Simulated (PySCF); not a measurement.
An unknown gives this computed stick spectrum. The calculation used TDDFT CAM-B3LYP/def2-SVPD, vertical, gas phase, core orbitals frozen in the response (PySCF). Geometries: PBE0-D3(BJ)/def2-SVP, one conformer each.

| state | λ (nm) | f |
| --- | --- | --- |
| S1 | 252.2 | 0.014 |
| S2 | 250.4 | 0.032 |
| S3 | 239.8 | 0.0000 |
| S4 | 235.7 | 0.037 |
| S5 | 201.1 | 0.040 |
| S6 | 199.7 | 0.019 |
| S7 | 196.9 | 0.030 |
| S8 | 194.2 | 0.037 |
| S9 | 191.9 | 0.0022 |
| S10 | 189.6 | 0.0028 |

Problem. Which candidate is it?
A. `C1C=C(C=C)C[P@]1(C)=S`
B. `C[C@H]1C=C[P@@](C)(=S)C=C1`
C. `CC1CCCCCC1`
D. `CC(CC(=C)C)(C)C`

Solution. B. Its S1, at 4.92 eV, is the lowest among the candidates; the nearest of the others has S1 at 5.21 eV. S1 is HOMO-1→LUMO (87%). Löwdin shares by element: HOMO sulfur 76%, phosphorus 13%, carbon 5% or more; LUMO carbon 49% or more (atoms not listed hold the other 51%). At the same level the other candidates give, for their lowest levels:
- `C=C(C)CC(C)(C)C`: 185 nm (f 0.161); 178 nm (f 0.128); 160 nm (f 0.016); 159 nm (f 0.025); 156 nm (f 0.006); T1 4.18 eV; HOMO -8.29, LUMO 1.18 eV
- `CC1CCCCCC1`: 148 nm (f 0.002); 146 nm (f 0.005); 145 nm (f 0.013); 142 nm (f 0.011); 142 nm (f 0.016); T1 8.10 eV; HOMO -9.75, LUMO 1.40 eV
- `C=CC1=CC[P@@](C)(=S)C1`: 238 nm (f 0.027); 234 nm (f 0.005); 223 nm (f 0.495); 204 nm (f 0.054); 203 nm (f 0.112); T1 3.11 eV; HOMO -7.67, LUMO -0.24 eV
Triplets come from the Tamm–Dancoff approximation.

Without π bonds the low states are Rydberg-like; a valence basis with one diffuse set may place them up to an eV too high.
